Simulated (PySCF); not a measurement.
**I (iodine, neutral) across methods**

[Kr] 4d10 5s1 5p6, 2S determinant (an excited configuration). All numbers are calculated (PySCF 2.14, the spin-free X2C one-electron Hamiltonian (Gaussian nucleus), in x2c-TZVPPall with one added diffuse shell each of s, p, d, f type (9s7p5d3f, 76 functions)).

| method | E (hartree) | mean ε 5s α (eV) | mean ε 5p α (eV) | mean ε 5p β (eV) | Σ⟨r²⟩ (bohr²) | ⟨S²⟩ |
| --- | --- | --- | --- | --- | --- | --- |
| B97-3 | -7114.77 | -20.862 | -9.330 | -8.171 | 63.16 | 0.756 |
| wB97X-V | -7114.85 | -23.638 | -11.563 | -10.311 | 63.04 | 0.755 |
| LDA | -7108.67 | -18.741 | -8.086 | -7.532 | 62.85 | 0.752 |
| HSE06 | -7114.73 | -20.291 | -8.854 | -7.811 | 63.14 | 0.755 |
| UHF | -7112.19373 | -26.654 | -12.487 | -9.623 | 64.53 | 0.782 |
| PBE | -7114.74 | -18.530 | -7.966 | -7.337 | 63.03 | 0.752 |
| PBE0 | -7114.81 | -20.767 | -9.289 | -8.195 | 63.05 | 0.755 |
| BLYP | -7115.42 | -18.365 | -7.750 | -7.183 | 63.31 | 0.752 |
| r2SCAN | -7115.18 | -19.377 | -8.416 | -7.530 | 63.01 | 0.757 |
